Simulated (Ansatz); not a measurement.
```yaml
crystal:
  periodic: [false, false, false]
  atoms:
    - {symbol: C, position_ang: [-0.167377, -0.531962, 1.448328]}
    - {symbol: C, position_ang: [0.448677, -0.212070, 0.101061]}
    - {symbol: C, position_ang: [1.287502, -1.350249, -0.436630]}
    - {symbol: O, position_ang: [-0.575839, 0.052279, -0.857087]}
    - {symbol: Ge, position_ang: [-1.212197, 1.673114, -1.066516]}
    - {symbol: F, position_ang: [-2.166813, 2.078003, 0.334126]}
    - {symbol: H, position_ang: [0.610717, -0.741482, 2.186428]}
    - {symbol: H, position_ang: [-0.811153, -1.410900, 1.363715]}
    - {symbol: H, position_ang: [-0.773000, 0.301027, 1.810388]}
    - {symbol: H, position_ang: [1.089505, 0.678122, 0.205258]}
    - {symbol: H, position_ang: [0.666929, -2.239986, -0.568430]}
    - {symbol: H, position_ang: [2.097742, -1.591953, 0.255003]}
    - {symbol: H, position_ang: [1.721120, -1.087902, -1.403201]}
    - {symbol: H, position_ang: [-2.162422, 1.627325, -2.260796]}
    - {symbol: H, position_ang: [-0.075191, 2.705634, -1.082445]}
basis:
  gaussian: {orbitals: def2-TZVPD, final_grid: {core_spheres: 8, valence_spheres: 7, degree: 23}}
magnetization: {spin_polarized: true, initial_magnetization: 0}
hamiltonian: {xc: {name: PBE1PBE}}
```

```sh
$ ansatz run in.yaml --threads 2 --pin off --events-out ev --progress --plain --max-ram 20480MiB --backend cpu
```

Q: How does Ansatz answer? (Estimate.)

A: Computed: The program refused the input.
```
Error: YAML parse error: error: line 22 column 19: hamiltonian.xc: no functional is named "PBE1PBE"; the names, which are not case-sensitive, are SVWN5, SPW92, PBE, PBE0, PBEsol, revPBE, revPBE0, RPBE, rPW86-PBE, HSE06, wPBEh, LC-wPBE, HISS, HF, BLYP, B3LYP, B3LYP5, BHLYP, CAM-B3LYP, r2SCAN, r2SCANh, r2SCAN0, r2SCAN50, m-r2SCAN, B97, wB97, wB97X, wB97X-V, B97M-V, wB97M-V, B2PLYP, B2GP-PLYP, PBE0-DH, PBE-QIDH
20 |   gaussian: {orbitals: def2-TZVPD, final_grid: {core_spheres: 8, valence_spheres: 7…
21 | magnetization: {spin_polarized: true, initial_magnetization: 0}
22 | hamiltonian: {xc: {name: PBE1PBE}}
```

HSE06 is defined as in plane-wave codes.
